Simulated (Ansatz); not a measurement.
Ansatz results at the PBE0-D4/def2-TZVP geometry: LUMO energy (B3LYP/def2-TZVPP) -2.42 eV; HOMO–LUMO gap (ωB97M-V/def2-TZVPP) 8.39 eV; HOMO–LUMO gap (B3LYP/def2-TZVPP) 4.43 eV.

Each molecule was computed in one conformer, which needn't be the lowest.

Task: Which molecule gave them?
A. `[NH2][Ge]1([I])[O][AlH]1`
B. `CC[C@@H]([GeH3])[Si@@H](F)[InH2]`
C. `OC1(O)BC1`
D. `[CH3][Al]1[CH]=[CH]1`

Result: B. The others give `[CH3][Al]1[CH]=[CH]1`: -0.53, 9.57, 5.52; `[NH2][Ge]1([I])[O][AlH]1`: -2.08, 8.32, 4.29; `OC1(O)BC1`: -1.84, 9.71, 4.98.

B3LYP here is the variant with VWN-RPA as its local correlation; programs differ in this.
